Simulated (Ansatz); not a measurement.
Program: Ansatz. Geometries: PBE0-D4/def2-TZVP. ΔE: electronic, gas phase. CCSD(T)/CBS adds triple-zeta CCSD(T) − MP2 to the extrapolated MP2 energy (def2 sets, frozen cores). This one scheme is used for every species. DFT in def2-TZVPP. B3LYP here is the variant with VWN-RPA as its local correlation; programs differ in this. Each species was taken in one conformer, which may not be the lowest.

`N=C(O)C[SiH2]Cl` + HCl → `Cl[SiH2]Cl` + `CC(=N)O`  (ligand exchange at the Si–C bond)

Q: Is it downhill or uphill in electronic energy at CCSD(T)/CBS, and by how much? (Best estimate.)

A: Ansatz gave: Downhill: ΔE = -22.8 kcal/mol.

Q: What do these levels give: PBE0-D4, B3LYP-D4, PBE, PBE0, MP2/def2-TZVPP, SCS-MP2/def2-TZVPP, CCSD/def2-TZVPP, CCSD(T)/def2-TZVPP, HF/def2-QZVPP, SCS-MP2/def2-QZVPP, HF/CBS(def2), CCSD/CBS(def2)? (An estimate is asked.)

A: The calculation gave: PBE0-D4 -22.7, B3LYP-D4 -23.0, PBE -23.3, PBE0 -23.7, MP2/def2-TZVPP -22.6, SCS-MP2/def2-TZVPP -23.0, CCSD/def2-TZVPP -22.3, CCSD(T)/def2-TZVPP -21.9, HF/def2-QZVPP -26.5, SCS-MP2/def2-QZVPP -23.6, HF/CBS(def2) -26.6, CCSD/CBS(def2) -23.3 kcal/mol.

Largest T1 diagnostic among the species: 0.013.

In def2-TZVPP, CCSD(T) changes the Hartree–Fock value by +4.5 kcal/mol (the triples alone add +0.5 kcal/mol) and MP2 by +3.8 kcal/mol. The D4 term adds +1.7 kcal/mol with B3LYP and +1.0 kcal/mol with PBE0; it sums over pairs of atoms, weighted by their polarisabilities, and B3LYP, whose exchange is more repulsive, gets the larger term.
